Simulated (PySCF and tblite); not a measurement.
Results of a calculation; reference values are marked as such.
C5H7NO2, numbered as in [N:1]#[C:2][CH:3]1[CH2:4][O:5][CH2:6][O:7][CH2:8]1.

The ensemble was built from 60 distance-geometry starts (ETKDG and KDG, MMFF94s, GFN2-xTB) and rests on GFN2-xTB geometries. Free energies are PBE0-D3(BJ)/pcSseg-1 single points with GFN2-xTB rigid-rotor and vibrational terms (modes under about 100 cm⁻¹ blended into free rotors). Symmetry numbers and mirror images are counted. Conformers within 2.5 kcal/mol (GFN2-xTB free energy) were kept, 4 at most. Couplings: B3LYP/6-31G* with pcJ-1 on H (gas phase; spin-dipole term only for pairs with B, N, F, Si or P). Couplings are for ¹H. H–H couplings come out 0.1 to 0.9 Hz lower than with pcJ-1 on all atoms. Of two unlike H on one atom, a is the less shielded (PBE0/pcSseg-1). (PySCF 2.14, tblite 0.8.)

The 6-ring runs over atoms 3–4–5–6–7–8.

```csv
conformer,shape,weight %
1,6-ring chair (all substituents equatorial),87.1
2,6-ring chair (C2 axial),12.9
```

Problem. Give the couplings in each conformer and the averages at 298.15 K (pairs that fast motion interchanges averaged).

Solution. 
```tsv
coupling	pairs	1	2	average (Hz)
³J(H3,H4a)	2	4.9	3.4	4.7
³J(H3,H4b)	2	10.7	1.3	9.5
²J(H4a,H4b)	2	-11.9	-12.0	-11.9
²J(H6b,H6a)	1	-7.9	-7.9	-7.9
```


Conformer gaps in pcSseg-1 on xTB geometries can be 2 kcal/mol off for S=O, P=O and other polar bonds.